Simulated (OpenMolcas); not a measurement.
Computed levels of 3d⁸ in ions with 26 electrons, in cm-1 above ³F₄.

```
Program             : OpenMolcas
Method              : SS-RASPT2, IPEA 0.25 Eh, imaginary shift 0.1 Eh
Basis               : ANO-RCC-VTZP
Scalar Hamiltonian  : DKH2, point nucleus
Spin-orbit coupling : state interaction with AMFI integrals over the reference wave functions, term energies averaged over their components
```

Active space for each ion: 8 electrons in 9 orbitals (RAS2 3d 4s; RAS3 4p, at most 2 electrons); closed shells correlated by CASPT2: 3s 3p.

| Level | Co+ | Cu3+ |
| --- | --- | --- |
| ³F₃ | 1063 | 1949 |
| ³F₂ | 1784 | 3210 |
| ¹D₂ | 11550 | 15770 |
| ³P₂ | 13830 | 19850 |
| ³P₁ | 14070 | 20260 |
| ³P₀ | 14330 | 20610 |
| ¹G₄ | 18860 | 27040 |

Question: Estimate ³F₂, ¹D₂, ³P₂ for Ni2+ from its neighbours Co+ and Cu3+.

Answer: ³F₂ is fine structure, which grows about as the fourth power of a screened charge, so the fourth roots are averaged: ((1784^0.25 + 3210^0.25) / 2)^4 = 2419. The calculation gives 2410, so the estimate is off by +0.4 %; the measured value is 2270 (Corliss and Sugar, J. Phys. Chem. Ref. Data 10, 197 (1981)).
¹D₂ is another term, which grows about linearly with the charge: (11550 + 15770) / 2 = 13660. The calculation gives 13140, so the estimate is off by +4.0 %; the measured value is 14032 (Corliss and Sugar, J. Phys. Chem. Ref. Data 10, 197 (1981)).
³P₂ is another term, which grows about linearly with the charge: (13830 + 19850) / 2 = 16840. The calculation gives 16520, so the estimate is off by +1.9 %; the measured value is 16662 (Corliss and Sugar, J. Phys. Chem. Ref. Data 10, 197 (1981)).

Term energies are means over components that CASPT2 splits; among the terms shown or strongly mixed into the levels shown the widest spread is 590 cm-1 (3d⁸ ³F, Ni2+). Some high roots are left out of the spin-orbit mixing, which shifts the levels that they would mix with. Terms from blocks run as CI alone lack orbitals of their own. Computed and measured levels are paired by configuration, term and J; levels that our copy of the source lacks, or whose pairing is in doubt (as where it misses far off the trend of its configuration), stay unpaired and out of the deviations. Only configurations of the active space appear.
